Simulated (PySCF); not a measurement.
## Ag⁺: ionisation energy

Ag⁺ [Kr] 4d10 (1S) → Ag²⁺ [Kr] 4d9 (2D), as a difference of total energies. All numbers are calculated (PySCF 2.14, a scalar-relativistic core potential, in def2-TZVPPD with the def2 core potential (28 electrons) (6s4p3d2f1g, 56 functions)). Correlated levels: valence and next inner shell: nothing frozen outside the core potential. The calculations carry no spin-orbit coupling.

| method | ionisation energy (eV) |
| --- | --- |
| UHF | 19.735 |
| MP2 (valence and next inner shell) | 21.704 |
| SCS-MP2 (valence and next inner shell) | 21.435 |
| CCSD (valence and next inner shell) | 21.243 |
| CCSD(T) (valence and next inner shell) | 21.330 |

Problem. How much does correlation contribute at CCSD(T) (valence and next inner shell)?

Solution. 21.330 − (19.735) = 1.595 eV, measured against UHF.

The reference lies between the lowest fine-structure levels, while these numbers refer to the centres of the terms.

Errors of the correlated levels include the incompleteness of this basis.

For comparison: 21.484 eV (measured; NIST Atomic Spectra Database, ionization energies).
